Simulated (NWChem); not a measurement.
System: C₃H₅Br; SMILES C(=C/Br)/C

The following NWChem deck was run.

```
start job
memory heap 200 mb stack 900 mb global 1100 mb
geometry units angstroms noautosym nocenter noautoz
  C     -0.875967     2.194576     0.000000
  C      0.548395     1.731931     0.000000
  C      1.018253     0.486392     0.000000
  Br    -0.069181    -1.093138     0.000000
  H     -1.576876     1.356738     0.000000
  H     -1.078594     2.817031    -0.881294
  H     -1.078594     2.817031     0.881294
  H      1.312308     2.511304     0.000000
  H      2.072943     0.241609     0.000000
end
basis spherical
  * library 6-31g*
end
dft
  xc pbe0
  iterations 150
end
cosmo
  do_cosmo_smd true
  solvent propnol2
end
task dft energy
```

Structure relaxed at the B3LYP/6-31G* (spherical d) level. Solvent: 2-propanol.

Level: PBE0/6-31G* with SMD (1 M gas to 1 M solution), gas-phase geometry.

Question: Give the results of this calculation. (PBE0/6-31G* (spherical d), SMD on the gas-phase geometry.) Quantities: solvation free energy (kcal/mol); cavity-dispersion-structure term (kcal/mol); dipole in solution (D).

Answer: 
- solvation free energy (kcal/mol) = -4.2
- cavity-dispersion-structure term (kcal/mol) = -1.5
- dipole in solution (D) = 2.56
